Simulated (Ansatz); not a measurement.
Consider the formal exchange of groups at the Si–Si bond: `N[SiH](O)[SiH2]F` + `NCNCO` → `NC[SiH](N)O` + `OCN[SiH2]F`.

Calculated with Ansatz (gas phase, PBE0-D4/def2-TZVP geometries, no zero-point term in ΔE). CCSD(T)/CBS adds triple-zeta CCSD(T) − MP2 to the extrapolated MP2 energy (def2 sets, frozen cores). Functionals use def2-TZVPP. B3LYP here is the variant with VWN-RPA as its local correlation; programs differ in this. One conformer a species, not always the lowest.

Problem. Is it downhill or uphill in electronic energy at CCSD(T)/CBS, and by how much? (An estimate is asked.)

Solution. Computed: Downhill: ΔE = -1.38 eV.

Problem. What do these levels give: r2SCAN-D4, PBE0-D4, ωB97X-V, ωB97M-V, PBE, PBE0, B3LYP, HF/def2-TZVPP, SCS-MP2/def2-TZVPP, SCS-MP2/def2-QZVPP, HF/CBS(def2), MP2/CBS(def2)? (Best estimate.)

Solution. The calculation gave: r2SCAN-D4 -1.31, PBE0-D4 -1.23, ωB97X-V -1.30, ωB97M-V -1.42, PBE -1.13, PBE0 -1.23, B3LYP -1.30, HF/def2-TZVPP -1.45, SCS-MP2/def2-TZVPP -1.44, SCS-MP2/def2-QZVPP -1.46, HF/CBS(def2) -1.47, MP2/CBS(def2) -1.49 eV.

Largest T1 diagnostic among the species: 0.012.

From PBE to PBE0 (25 % exact exchange), in def2-TZVPP and without D4, ΔE moves by −0.10 eV.
